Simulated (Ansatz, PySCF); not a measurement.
Gas-phase reaction (SMILES): [CH3][Ge]([Cl])([Cl])[Cl] [trichloro(methyl)germane] + Cl (HCl) → [Cl][Ge]([Cl])([Cl])[Cl] + C (CH4); hydrogen chloride cleaves one Ge-C bond, a model of a ligand-exchange step.

Each molecule is optimised on its own at B3LYP-D3(BJ)/def2-TZVP (Ansatz, an electronic-structure program). Cores are frozen in the correlated levels unless marked. Spin-orbit coupling is left out. Frozen are the shells of the preceding noble gas and the d and f shells that filled before the atom's block. Non-relativistic. Basis-set limits of correlation are two-point, X^-3; Hartree-Fock from the larger set. Thermal terms are rigid-rotor harmonic-oscillator values from B3LYP-D3(BJ) frequencies (Ansatz or PySCF) at 298.15 K and 1 atm. 1 Eh = 627.5095 kcal/mol.

| species | E, CCSD(T)/CBS(def2-TZVPPD,def2-QZVPPD) (Ansatz) (Eh) | E, r2SCAN-D4/def2-TZVPD (Ansatz + dftd4) (Eh) | H - E (Eh) |
|---|---|---|---|
| [CH3][Ge]([Cl])([Cl])[Cl] | -3494.86052 | -3497.60708 | 0.04978 |
| Cl (HCl) | -460.37886 | -460.78611 | 0.01000 |
| [Cl][Ge]([Cl])([Cl])[Cl] | -3914.80489 | -3917.91687 | 0.01375 |
| C (CH4) | -40.45806 | -40.49957 | 0.04840 |

### Question
Work out ΔE and ΔH at 298.15 K at the first level, then ΔH at the second.

### Answer

1. ΔE = [(-3914.80489) + (-40.45806)] - [(-3494.86052) + (-460.37886)] = -0.02357 Eh = -14.8 kcal/mol at CCSD(T)/CBS(def2-TZVPPD,def2-QZVPPD).
2. The terms H - E add up to 0.00237 Eh, so ΔH = (-0.02357 + (0.00237))×627.5095 = -13.3 kcal/mol.
3. At r2SCAN-D4/def2-TZVPD the same steps give ΔE = -14.6 and ΔH = -13.1 kcal/mol, a shift of +0.2 from the first level.
4. These values are not checked against measurement here, since the tables used lack a sound gas-phase enthalpy of formation for at least one species.
